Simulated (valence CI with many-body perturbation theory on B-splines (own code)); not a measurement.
Co⁵⁺: calculation against measured levels

Computed by valence CI with perturbative core correlation (CI+MBPT): four valence electrons over a frozen Dirac-Fock core [Ar], radial functions for each j: 9 s, 9 p, 10 d, 8 f, 5 g, 3 h, 1 i, with the one-electron correlation potential Σ1 (screened to all orders), the two-electron term Σ2, the three-electron term Σ3, Breit, model QED; selected single and double excitations, second order for the rest, scaled by the run's own slope (own B-spline code, finite nucleus).

Against 58 measured levels this calculation errs by 1734 cm⁻¹ on average and by 4406 at most. These come from a selection out of Sugar and Corliss, J. Phys. Chem. Ref. Data 10, 1097 (1981). Levels without a partner in it may be off by more, other configurations by 1,000 to 8,000 cm⁻¹. Only levels of the ground parity were solved; by the run's estimate the other parity begins above the list, which can be wrong where configurations are misplaced.

Measured levels: Sugar and Corliss, J. Phys. Chem. Ref. Data 10, 1097 (1981). Pairs share parity and J, and are chosen by configuration, term and nearness in energy; levels without a clear partner are left out. Energies in cm⁻¹ above the measured ground level. The last column is blank where CI alone has no clear partner.

Names give the largest LS component (configuration and term), which can be under half, so a name can repeat, a term be missing and a line seem to break the LS rules; names also repeat where a configuration has a term twice. Letters in brackets count levels of one name in rising energy.

```csv
Computed label,Label in the source,Measured,Computed,Difference,"CI alone, difference"
3d4 5D_0,3d4 5D,0,0.0,0,0
3d4 5D_1,3d4 5D,204,202.9,-1,-7
3d4 5D_2,3d4 5D,589,584.4,-5,-20
3d4 5D_3,3d4 5D,1124.7,1114.8,-10,-32
3d4 5D_4,3d4 5D,1781.6,1765.9,-16,-34
3d4 3P_0 [a],3d4 3P2,27166.2,27500.7,+334,-322
3d4 3H_4,3d4 3H,28376.6,27269.2,-1107,-542
3d4 3P_1 [a],3d4 3P2,28461.5,28772.7,+311,-470
3d4 3H_5,3d4 3H,28805.9,27684.3,-1122,-532
3d4 3H_6,3d4 3H,29233.8,28102.1,-1132,-439
3d4 3P_2 [a],3d4 3P2,30506.1,30797.4,+291,-582
3d4 3F_2 [a],3d4 3F2,30554.9,30353.5,-201,-47
3d4 3F_3 [a],3d4 3F2,30634.6,30401.4,-233,+9
3d4 3F_4 [a],3d4 3F2,30816.7,30566.0,-251,+45
3d4 3G_3,3d4 3G,34025.8,33406.5,-619,+373
3d4 3G_4,3d4 3G,34474.6,33844.3,-630,+404
3d4 3G_5,3d4 3G,34854.8,34192.3,-662,+436
3d4 3D_3,3d4 3D,41675.9,41699.9,+24,+1928
3d4 3D_2,3d4 3D,41856.5,41882.7,+26,+1862
3d4 1G_4 [a],3d4 1G2,41925.9,41443.2,-483,+841
3d4 3D_1,3d4 3D,42098,42116.2,+18,+1818
3d4 1I_6,3d4 1I,42799.6,41115.6,-1684,-466
3d4 1S_0 [a],3d4 1S2,45372,45968.8,+597,+2776
3d4 1D_2 [a],3d4 1D2,52739.5,52668.3,-71,-852
3d4 1F_3,3d4 1F,59930,59600.9,-329,+1070
3d4 3P_2 [b],3d4 3P1,70164.3,70431.8,+268,
3d4 3F_4 [b],3d4 3F1,70798.4,70737.7,-61,+44
3d4 3F_2 [b],3d4 3F1,70925.6,70854.1,-71,
3d4 3F_3 [b],3d4 3F1,70998.4,70926.1,-72,+11
3d4 3P_1 [b],3d4 3P1,71624.2,71864.7,+240,+523
3d4 3P_0 [b],3d4 3P1,72302.7,72554.8,+252,+491
3d4 1G_4 [b],3d4 1G1,81027.4,80515.9,-512,-214
3d4 1D_2 [b],3d4 1D1,106531.5,106798.4,+267,+1716
3d4 1S_0 [b],3d4 1S1,137619.2,138667.0,+1048,+259
3d3 4s 5F_1,3d3(4F) 4s 5F,273324.8,269837.2,-3488,-44933
3d3 4s 5F_2,3d3(4F) 4s 5F,273727.7,270238.0,-3490,-44943
3d3 4s 5F_3,3d3(4F) 4s 5F,274319,270827.6,-3491,-44949
3d3 4s 5F_4,3d3(4F) 4s 5F,275088,271591.7,-3496,-44950
3d3 4s 5F_5,3d3(4F) 4s 5F,276008,272508.6,-3499,-44931
3d3 4s 3F_2,3d3(4F) 4s 3F,282948,279094.5,-3853,-46001
3d3 4s 3F_3,3d3(4F) 4s 3F,283961,280099.4,-3862,-46014
3d3 4s 3F_4,3d3(4F) 4s 3F,285189,281319.8,-3869,-46002
3d3 4s 5P_1,3d3(4P) 4s 5P,293914.5,290981.8,-2933,-43061
3d3 4s 5P_2,3d3(4P) 4s 5P,294229.5,291293.8,-2936,-43093
3d3 4s 5P_3,3d3(4P) 4s 5P,295025.6,292090.8,-2935,-43099
3d3 4s 3G_3,3d3(2G) 4s 3G,298620.2,294763.8,-3856,-44457
3d3 4s 3G_4,3d3(2G) 4s 3G,298974.6,295109.9,-3865,-44466
3d3 4s 3G_5,3d3(2G) 4s 3G,299534,295661.8,-3872,-44466
3d3 4s 3P_2 [b],3d3(2P) 4s 3P,304909.9,301823.5,-3086,-44343
3d3 4s 3P_1 [b],3d3(2P) 4s 3P,305039,301882.6,-3156,-44554
3d3 4s 3P_0 [b],3d3(2P) 4s 3P,305473.1,302254.9,-3218,-44688
3d3 4s 3D_1,3d3(2D2) 4s 3D,306439.2,303381.5,-3058,-44049
3d3 4s 3D_3,3d3(2D2) 4s 3D,307482.7,304509.4,-2973,-43607
3d3 4s 3H_4,3d3(2H) 4s 3H,307627,303250.2,-4377,-45039
3d3 4s 3H_5,3d3(2H) 4s 3H,307692,303292.3,-4400,-44985
3d3 4s 3D_2,3d3(2D2) 4s 3D,307720,304683.5,-3037,-43996
3d3 4s 3H_6,3d3(2H) 4s 3H,308029.5,303623.4,-4406,-44928
3d3 4s 1P_1,3d3(2P) 4s 1P,310736.8,307398.0,-3339,-45128
3d3 4s 1D_2,3d3(2D2) 4s 1D,311916,308802.5,-3114,-44126
```

Over 58 excited levels the mean absolute difference is 1734 cm⁻¹, the median 1078 and the largest 4406. For the 56 levels that pair on every rung the mean is CI alone 20250, + Σ1 16100, + Σ2 2572, + Σ3 1793, + Breit 1841, + QED 1790. The comparison draws on a selection of the measured levels: 59 of the 64 computed ones have a partner in it, and others may be off by more.
